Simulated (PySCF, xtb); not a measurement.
BiH₂F, SMILES [F][BiH2].

Harmonic wavenumbers (cm⁻¹) from GFN2-xTB run with xtb 6.7.1 at its own minimum, in rising order: 387, 558, 561, 826, 1841, 1847.

Problem. What does B3LYP-D3(BJ)/def2-TZVP (PySCF) give at its own minimum? (Estimate from the structure and the level; the computed values follow.)

Solution. 538, 570, 592, 773, 1779, 1784. Paired by order, the mean absolute difference is 62 cm⁻¹ and the zero-point energies are 8.6 and 8.6 kcal/mol.
